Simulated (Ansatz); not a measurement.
```xyz
3

O     0.0317    0.1467   -1.2035
S    -0.4973    0.1718    0.1529
S     0.1605   -1.3673    1.5288
```

Basis set: cc-pVDZ (spherical functions). Left uncorrelated: 11 orbitals. Charge 0, multiplicity 1.

Computed with Ansatz (development build ahead of 0.2.0); the reference of a correlated method needn't be the lowest determinant of its kind. Restricted open shells among the atoms or ions are ROHF, correlated in semicanonical orbitals with singles.

Give the atomization energy at this shape (free ground-state atoms in the same class of orbitals less the molecule, no zero-point energy) of singlet S2O by RHF-CCSD(T), RHF-CCSD.

| method | atomization energy |
| --- | --- |
| RHF-CCSD(T) | 6.02 eV |
| RHF-CCSD | 5.31 eV |

Caution: large amplitudes, a single reference is doubtful; no unrestricted run beside it, a lower state can exist; the reference determinant was not shown to be the lowest; the shape is not the minimum.
